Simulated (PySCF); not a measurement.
Structure with atom numbers: `[CH3:1][CH2:2][SiH2:3][CH3:4]`. Hydrogens are named by the atom that carries them.

Geometry: PBE0-D3(BJ)/def2-SVP; GIAO shifts from PySCF, gas phase, non-relativistic, averaged over equivalent atoms.

At PBE0/cc-pVDZ (110 basis functions, 7.5 s wall time on 1 thread of an Arm Neoverse V2, shared host):
```csv
atoms,δ (ppm)
C1,12.2
C2,8.1
C4,-5.5
Si3,-29.8
H(Si3),3.98
H(C1),1.04
H(C2),0.62
H(C4),0.10
```

References, each an isolated molecule treated in the same way: TMS for 13C (σ = 196.75 ppm), 29Si (σ = 418.61 ppm), 1H (σ = 31.29 ppm).

Q: What do these become at KT3/pcSseg-2?

A: 
```tsv
atoms	δ at KT3/pcSseg-2	change
C1	12.8	+0.6
C2	10.3	+2.2
C4	-5.8	-0.3
Si3	-30.4	-0.6
H(Si3)	3.92	-0.06
H(C1)	1.14	+0.10
H(C2)	0.75	+0.13
H(C4)	0.13	+0.03
```

δ = σ(ref) − σ, references computed at the same level: 13C (σ = 181.31 ppm), 29Si (σ = 358.24 ppm), 1H (σ = 31.35 ppm) against TMS.

The largest change is at C2 (sp3 CH2 bonded to Si). Cost: 291 basis functions, 49 s wall time on 1 thread of an Arm Neoverse V1, shared host. The order of the carbon signals is the same at both levels.
